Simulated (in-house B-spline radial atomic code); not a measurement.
RPA and G0W0 for S V (S4+), [Ne] 3s2, as one setting changes: the highest l of the empty states. Start: PBE0. A dash marks a level of low quasi-particle weight. Computed with an all-electron radial atomic-structure program (B-spline basis): all electrons, non-relativistic, point nucleus, each spin shell either full or empty, empty states to the listed l with an (l + 1/2)⁻⁴ tail; G0W0 by contour deformation at full frequency.

| highest l of the empty states | RPA summed (Eh) | RPA extrapolated (Eh) | G0W0 level (eV) |
| --- | --- | --- | --- |
| 3 | -0.65997 | -0.72591 | 3s -72.83 |
| 4 | -0.69609 | -0.73482 | 3s -72.83 |
| 5 | -0.7104 | -0.73034 | 3s -72.83 |
| 6 | -0.71716 | -0.72878 | 3s -72.82 |
| 7 | -0.72076 | -0.7281 | 3s -72.82 |
| 8 | ? | ? | ? |
| 9 | -0.7241 | -0.72754 | 3s -72.82 |
| 10 | ? | ? | ? |
| 11 | -0.72547 | -0.72731 | 3s -72.82 |

(1) What belongs in the row for 10?

(2) What belongs in the row for 8?

## Answers

(1) RPA summed (Eh): -0.72492; RPA extrapolated (Eh): -0.7274; G0W0 level (eV): 3s -72.82.

(2) RPA summed (Eh): -0.72283; RPA extrapolated (Eh): -0.72775; G0W0 level (eV): 3s -72.82.
